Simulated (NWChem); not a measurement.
Molecule: LaCl2, doublet; SMILES [Cl][La][Cl]

In the optimisation the excess spin sits in a1 (C2v, its own frame). This spin state was assumed; another may lie lower. def2 effective core potentials on La; no spin-orbit coupling.

### Question
Give the equilibrium geometry at PBE-D3(BJ)/def2-SVP with def2 effective core potentials on La, spin-unrestricted (NWChem) as a list of bonds and angles, with the point group.

### Answer
point group C2v; any orientation.
Bonds (Å): La1–Cl2 2.583, La1–Cl3 2.583. Angles (°): Cl2–La1–Cl3 113.4.
